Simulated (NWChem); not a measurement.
System meant: C6H6N, doublet; SMILES [NH]c1ccccc1

The following NWChem deck was run.

```
start job
memory heap 200 mb stack 900 mb global 1100 mb
geometry units angstroms noautoz
  N     -0.083983    -2.363577     0.000000
  C     -0.006388    -1.025239     0.000000
  C     -1.234020    -0.283291     0.000000
  C     -1.230094     1.099745     0.000000
  C     -0.014583     1.805381     0.000000
  C      1.205250     1.107396     0.000000
  C      1.217813    -0.276166     0.000000
  H      0.866599    -2.755017     0.000000
  H     -2.157837    -0.853294     0.000000
  H     -2.169698     1.645652     0.000000
  H     -0.016917     2.891647     0.000000
  H      2.141807     1.658802     0.000000
  H      2.160359    -0.819738     0.000000
end
basis spherical
  * library def2-svp
end
dft
  odft
  mult 2
  xc b3lyp
  iterations 4
  mulliken
end
task dft energy
```

End of the output:

```
     --------------------------
     Expectation value of S2:
     --------------------------
      <S2> =      0.7746 (Exact =     0.7500)

 center of mass
 --------------
 x =  -0.01711160 y =  -0.03669579 z =   0.00000000

 moments of inertia (a.u.)
 ------------------
         657.076446764324          -0.000000000000           0.000000000000
          -0.000000000000         325.929808707938           0.000000000000
           0.000000000000           0.000000000000         983.006255472262

     Multipole analysis of the density
     ---------------------------------

     L   x y z        total         alpha         beta         nuclear
     -   - - -        -----         -----         ----         -------
     0   0 0 0     -0.000000    -25.000000    -24.000000     49.000000

     1   1 0 0      0.503372      0.291406      0.211967      0.000000
     1   0 1 0      0.881648      1.393093     -0.511445     -0.000000
     1   0 0 1     -0.000000     -0.000000     -0.000000      0.000000

     2   2 0 0    -26.835006   -112.972525   -111.168529    197.306048
     2   1 1 0     -3.054506      0.392425      0.736888     -4.183819
     2   1 0 1      0.000000      0.000000      0.000000      0.000000
     2   0 2 0    -30.860651   -206.839511   -193.024945    369.003805
     2   0 1 1      0.000000     -0.000000      0.000000      0.000000
     2   0 0 2    -32.567372    -17.149422    -15.417950      0.000000

 ------------------------------------------------------------------------
 dft energy failed                                                                                  0
 ------------------------------------------------------------------------
 ------------------------------------------------------------------------
  current input line :
    28: task dft energy
 ------------------------------------------------------------------------
 ------------------------------------------------------------------------
 This type of error is most commonly associated with calculations not reaching convergence criteria
 ------------------------------------------------------------------------
 For more information see the NWChem manual at https://nwchemgit.github.io

0:dft energy failed:Received an Error in Communication
```

Q: Can this run be used? If not, why, and what is the fix?

A: Convergence was not reached. Cause: the SCF was allowed too few iterations. This input runs:
```
start job
memory heap 200 mb stack 900 mb global 1100 mb
geometry units angstroms noautoz
  N     -0.083983    -2.363577     0.000000
  C     -0.006388    -1.025239     0.000000
  C     -1.234020    -0.283291     0.000000
  C     -1.230094     1.099745     0.000000
  C     -0.014583     1.805381     0.000000
  C      1.205250     1.107396     0.000000
  C      1.217813    -0.276166     0.000000
  H      0.866599    -2.755017     0.000000
  H     -2.157837    -0.853294     0.000000
  H     -2.169698     1.645652     0.000000
  H     -0.016917     2.891647     0.000000
  H      2.141807     1.658802     0.000000
  H      2.160359    -0.819738     0.000000
end
basis spherical
  N library def2-svp
  C library def2-svp
  H library def2-svp
end
dft
  odft
  mult 2
  xc b3lyp
  iterations 150
  mulliken
end
task dft energy
```
It converges to -286.74810 Ha (B3LYP/def2-SVP, spin-unrestricted).
